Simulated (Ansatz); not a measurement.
Reading a saddle point

A first-order saddle point of SiAsNH8, singlet, PBE0-D4/def2-TZVP, with one imaginary mode of 289i cm⁻¹:

```tsv
atom	x (Å)	y (Å)	z (Å)
Si1	-0.7699	-0.6606	0.9158
N2	0.9920	-0.1780	0.5625
H3	-1.6011	0.5115	1.2314
H4	-1.2629	-1.6583	-0.0464
H5	-0.5082	-1.3793	2.2054
H6	0.7532	0.3423	-0.3807
As7	-0.8094	0.9244	-1.7826
H8	1.3994	0.4462	1.2573
H9	1.6190	-0.9688	0.4210
H10	-0.0552	2.2469	-1.6375
H11	0.2430	0.3736	-2.7463
```

Ansatz 0.2.0; basis: def2-TZVPP and def2-QZVPP; cores frozen in the correlated methods. Filled d shells of the heavier atoms are correlated. The def2 sets are not built for correlating such inner shells, so the correlated values are less sure here. Extrapolation: Hartree–Fock as exp(−7.88 √X), correlation as X^−2.97.

Task: Which contacts change along the imaginary mode, and what lies on either side? (Judge from chemistry; the calculation decides.)

Result: By the calculation: The step is SiNH₅ ([NH2][SiH3]) + AsH₃ → SiAsH₅ ([SiH3][AsH2]) + NH₃, with the molecules in contact on both sides. Shortening one way: Si1–As7, N2–H6; lengthening the same way: Si1–N2, H6–As7.
| pair | one side (Å) | saddle (Å) | other side (Å) |
| --- | --- | --- | --- |
| Si1–As7 | 4.15 | 3.13 | 2.37 |
| N2–H6 | 2.81 | 1.10 | 1.01 |
| Si1–N2 | 1.72 | 1.86 | 3.09 |
| H6–As7 | 1.52 | 2.18 | 3.51 |

Task: Which side is lower, and how far does the saddle lie above each? (An estimate is asked for; the value comes from the calculation.)

Result: The calculation gives: The side with Si1–N2, H6–As7 short is lower by 3.8 kJ/mol; the saddle lies 141.7 kJ/mol above it and 137.9 kJ/mol above the other (CCSD(T) at an estimated basis limit (MP2 extrapolated from triple and quadruple zeta, plus CCSD(T) − MP2 in triple zeta); electronic energies).

The T1 diagnostic stays at or below 0.013. The start structure is not quite a true minimum (one mode of 30i cm⁻¹).

Labels in which every atom is bracketed show which atoms are joined, not bond orders.

For scale, one of the runs: CCSD(T)/def2-TZVPP, 233 basis functions, launched by `ansatz run in.yaml --threads 4 --pin off --events-out ev --progress --plain --max-ram 9574MiB`. Hardware: 4 CPU threads of an Arm Neoverse V2, shared host. Wall time 110 s; peak host memory 4 GiB.
